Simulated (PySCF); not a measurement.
3-ethylideneoxetane (C₅H₈O), SMILES CC=C1COC1.

The structure is a stationary point at PBE0-D3(BJ)/def2-SVP.

These are PySCF with PBE0-D3(BJ)/def2-SVP values and carry that method's errors.

No scaling factor is applied to the harmonic values.

Computed harmonic wavenumbers and intensities:
| mode | ν (cm⁻¹) | IR (km/mol) | Raman (Å⁴/amu) | depolarisation | moving atoms (share of kinetic energy) |
|---|---|---|---|---|---|
| 1 | 118 | 2.7 | 3.0 | 0.75 | O 38 %, C 34 %, H 28 % |
| 2 | 158 | 1.1 | 0.2 | 0.75 | H 93 % |
| 3 | 189 | 1.0 | 1.5 | 0.63 | C 64 %, H 27 %, O 9 % |
| 4 | 245 | 5.7 | 0.5 | 0.75 | C 55 %, H 43 % |
| 5 | 410 | 3.2 | 5.9 | 0.75 | C 54 %, H 46 % |
| 6 | 484 | 0.8 | 7.0 | 0.49 | C 70 %, H 25 % |
| 7 | 693 | 2.2 | 9.3 | 0.32 | C 63 %, H 24 %, O 13 % |
| 8 | 796 | 10.9 | 5.0 | 0.75 | H 86 %, C 14 % |
| 9 | 897 | 9.7 | 3.5 | 0.27 | C 42 %, O 30 %, H 27 % |
| 10 | 964 | 5.7 | 1.4 | 0.75 | H 78 %, C 22 % |
| 11 | 975 | 1.5 | 3.5 | 0.68 | H 62 %, C 34 % |
| 12 | 1042 | 25.1 | 8.5 | 0.24 | C 60 %, H 21 %, O 19 % |
| 13 | 1045 | 1.0 | 1.6 | 0.75 | H 64 %, C 36 % |
| 14 | 1072 | 3.3 | 0.1 | 0.75 | C 49 %, H 48 % |
| 15 | 1089 | 95.9 | 1.4 | 0.63 | C 54 %, O 42 % |
| 16 | 1113 | 19.0 | 4.0 | 0.57 | C 69 %, H 23 %, O 8 % |
| 17 | 1148 | 0.1 | 2.4 | 0.75 | H 94 % |
| 18 | 1155 | 0.1 | 14.0 | 0.75 | H 86 % |
| 19 | 1190 | 2.3 | 1.9 | 0.63 | C 61 %, H 38 % |
| 20 | 1293 | 3.4 | 10.1 | 0.75 | H 73 %, C 24 % |
| 21 | 1324 | 9.7 | 2.3 | 0.74 | H 59 %, C 39 % |
| 22 | 1375 | 3.5 | 12.0 | 0.44 | H 68 %, C 31 % |
| 23 | 1401 | 1.0 | 12.7 | 0.54 | H 65 %, C 35 % |
| 24 | 1450 | 7.2 | 13.4 | 0.75 | H 96 % |
| 25 | 1461 | 10.4 | 32.3 | 0.66 | H 94 % |
| 26 | 1471 | 0.1 | 8.2 | 0.74 | H 92 % |
| 27 | 1501 | 0.7 | 25.4 | 0.49 | H 89 %, C 11 % |
| 28 | 1846 | 1.4 | 37.2 | 0.25 | C 97 % |
| 29 | 3015 | 97.0 | 40.6 | 0.69 | H 95 % |
| 30 | 3028 | 7.5 | 334.7 | 0.03 | H 95 % |
| 31 | 3044 | 23.1 | 215.8 | 0.05 | H 97 % |
| 32 | 3068 | 39.2 | 92.8 | 0.75 | H 90 %, C 10 % |
| 33 | 3072 | 29.5 | 135.0 | 0.75 | H 90 %, C 10 % |
| 34 | 3121 | 9.7 | 124.4 | 0.75 | H 91 %, C 9 % |
| 35 | 3151 | 3.9 | 98.2 | 0.69 | H 91 %, C 9 % |
| 36 | 3170 | 18.2 | 66.8 | 0.11 | H 91 %, C 9 % |
